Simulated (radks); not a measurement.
Spherical jellium clusters: N electrons in a uniform positive sphere of charge N and radius rs N^(1/3), rs = 3.47 bohr. Level of theory: non-relativistic Kohn-Sham, PBEsol, spin-polarised, spherical densities (a radial shooting solver with Libxc functionals). Levels are named by radial order and angular momentum (1s, 1p, 1d, 2s, ...), and open shells are averaged over m. Each electron was tried in the lowest free levels, single moves between levels near the top were tried too, and the lowest total energy was kept; such a search can miss a lower state. Energies include the self-energy of the background; IP and EA are vertical (highest electron removed, lowest free level filled), at fixed background; spill-out counts the electrons outside the background radius R, and alpha is the static dipole polarisability from linear response (closed shells only). A dash means not computed or, for alpha, an open shell; in EA it means that no bound solution was reached, which is typical of self-interaction and does not show that the anion is unstable. Real open-shell clusters deform, which this model forbids.

| N | open shells | 2S | E/N (eV) | E(N+1) + E(N-1) - 2E(N) (eV) | IP (eV) |
|---|---|---|---|---|---|
| 1 | 1s(up 1, down 0) | 1 | -1.158 | - | - |
| 2 | none | 0 | -1.624 | 1.282 | 5.780 |
| 3 | 1p(up 1, down 0) | 1 | -1.352 | -0.768 | 4.068 |
| 4 | 1p(up 2, down 0) | 2 | -1.407 | -0.547 | 4.757 |
| 5 | 1p(up 3, down 0) | 3 | -1.550 | 0.458 | 5.136 |
| 6 | 1p(up 3, down 1) | 2 | -1.569 | -0.522 | 4.523 |
| 7 | 1p(up 3, down 2) | 1 | -1.657 | -0.351 | 4.952 |
| 8 | none | 0 | -1.767 | 1.523 | 5.210 |
| 9 | 1d(up 1, down 0) | 1 | -1.684 | -0.337 | 3.602 |
| 10 | 1d(up 2, down 0) | 2 | -1.650 | -0.284 | 3.929 |
| 11 | 1d(up 3, down 0) | 3 | -1.649 | -0.243 | 4.181 |
| 12 | 1d(up 4, down 0) | 4 | -1.668 | -0.210 | 4.381 |
| 13 | 1d(up 5, down 0) | 5 | -1.700 | 0.457 | 4.544 |
| 14 | 1d(up 5, down 0) 2s(up 1, down 0) | 6 | -1.695 | -0.200 | 4.039 |
| 15 | 1d(up 5, down 2) | 3 | -1.704 | -0.235 | 4.237 |
| 16 | 1d(up 5, down 3) | 2 | -1.727 | -0.177 | 4.414 |
| 17 | 1d(up 5, down 4) | 1 | -1.757 | -0.153 | 4.558 |
| 18 | none | 0 | -1.793 | 0.193 | 4.678 |
| 19 | 2s(up 1, down 0) | 1 | -1.814 | 0.296 | 4.454 |
| 20 | none | 0 | -1.819 | 0.606 | 4.161 |
| 21 | 1f(up 1, down 0) | 1 | -1.794 | -0.162 | 3.582 |
| 22 | 1f(up 2, down 0) | 2 | -1.779 | -0.147 | 3.726 |
| 23 | 1f(up 3, down 0) | 3 | -1.771 | - | 3.853 |

All shells are closed at N = 2, 8, 18, 20 (there: 1s2 1p6 1d10 2s2); the second difference of the energy has clear peaks (12 % above both neighbours; the first and last values, which can be the largest, are not judged, and half-filled shells can peak too) at N = 5, 8, 13, 20.
